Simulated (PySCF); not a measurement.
Excited states of As²⁹⁺ (arsenic, charge +29)

Ground state [He] 2s2, ¹S. All numbers are calculated (PySCF 2.14, the spin-free X2C one-electron Hamiltonian (Gaussian nucleus), in an uncontracted even-tempered set (19 s from 1.49 bohr⁻², ratio 2.5; 10 p from 1.92 bohr⁻², ratio 2.7; 8 d from 2.18 bohr⁻², ratio 2.7; 4 f from 65 bohr⁻², ratio 2.7)). Vertical excitation energies in eV without spin-orbit coupling; excited terms of each kind are numbered among those the solver found. Frozen: nothing.

```
 term  leading excitation  EOM-EE-CCSD
1 3P°              2s → p       85.788
1 1P°              2s → p       136.33
```

The spin-orbit splitting of the hole, absent here, rivals or exceeds the spacing of these terms, so the LS terms are model states.

Only the lower part of the computed list is shown. Doubly excited terms such as np² are absent. The solver can miss terms. The 12 highest virtual orbitals were dropped.
